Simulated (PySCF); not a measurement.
An unknown shows these calculated signals:

¹H NMR (600 MHz, computed): δ 4.26 (m, 1H), 4.21 (m, 1H), 2.07 (s, 3H), 1.91 (m, 1H), 1.02 (m, 2H), 0.76 (br s, 2H).

¹³C{¹H} NMR (computed): δ 114.0 (C), 105.1 (CH), 89.8 (C), 84.2 (C), 6.0 (CH3).

Method: shieldings: GIAO PBE0/pcSseg-1, geometry from GFN2-xTB, in PySCF (single conformer, fast rotation and ring inversion assumed for equivalent nuclei, no solvent, non-relativistic).

Scale: ¹H (σ = 31.72 ppm) and ¹³C (σ = 186.93 ppm) vs TMS (reference shieldings calculated alike).

Q: Which of these does the molecule contain: a C≡C triple bond, a nitrile, an ester, a methoxy group, a Si–H bond, an NH or NH2 group?

A: 
- A C≡C triple bond: yes (δC 105.1, 84.2; δH 1.91 (m)).
- A nitrile: no.
- An ester: no.
- A methoxy group: no.
- A Si–H bond: yes (δH 4.21 (m), 4.26 (m)).
- An NH or NH2 group: yes (δH 0.76 (br s)).

The data belong to `C#C[SiH2][Si@](N)(P)C#CC`, C₅H₁₀NPSi₂; they needn't prove each group on their own.

Carbon signals by region: 2 in the sp2 and nitrile region (100–160 ppm), 2 at 50–100 ppm, 1 below 50 ppm.

OH/NH shifts are gas-phase values; hydrogen bonding in solution moves them, usually downfield. Splittings by ³¹P in the carbon and heteronuclear signals aren't shown, as no couplings were computed. Shifts are as computed. Against solution values, carbons near 30 ppm lie about +3 ppm off and those near 130 ppm about +5 ppm. Of 1211 compounds with measured shifts, 218 miss one by over three times the rms of a fit or turn the order of signals round; such compounds aren't used in these exercises. No couplings were computed; multiplicities are counted from neighbouring protons, with m where these are inequivalent, close in shift, in a saturated or five-membered ring or joined by F or P, and br s for small geminal =CH2 splittings.
